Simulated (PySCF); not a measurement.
# Exercise with solution: chemical shift, span and skew from a shielding tensor

C3H6BFO2, SMILES CCC(=O)B(O)F. Atoms are numbered in the order given.

```xyz
13

C      0.1984    -2.7454     0.0000
C      0.7345    -1.3253     0.0000
C     -0.3441    -0.2635     0.0000
O     -1.5311    -0.5484     0.0000
B      0.0984     1.2854     0.0000
O      1.4067     1.6108     0.0000
F     -0.8358     2.2322     0.0000
H     -0.4326    -2.9251     0.8835
H     -0.4326    -2.9251    -0.8835
H      1.0162    -3.4811     0.0000
H      1.3903    -1.1234    -0.8698
H      1.3903    -1.1234     0.8698
H      1.5615     2.5670     0.0000
```

The structure is a stationary point at r2SCAN-D4/def2-SVP. The structure was generated by enumeration, and PubChem lists no compound with its InChIKey, so it may never have been made. One conformer was computed; it need not be the lowest.

GIAO shieldings from PySCF with PBE0/pcSseg-1, non-relativistic, no solvent. The symmetric part of the tensor of C3 has the principal values -135.6, -112.6, 102.4 ppm. The same nucleus in TMS has σ = 186.3 ppm at this level (PySCF, at its B3LYP-D3(BJ)/def2-TZVP geometry).

Q: Work out the isotropic shielding, the ¹³C shift against TMS, the span and the skew.

A: 
σ(iso) = (σ11 + σ22 + σ33)/3 = -48.6 ppm. δ = σ(ref) − σ(iso) = 186.3 − (-48.6) = 234.9 ppm.
Span Ω = σ33 − σ11 = 238.0 ppm. Skew κ = 3(σ(iso) − σ22)/Ω = 0.81. Tumbling in solution averages the tensor to δ; in a static solid the shielding alone would spread this spin-1/2 line over Ω.
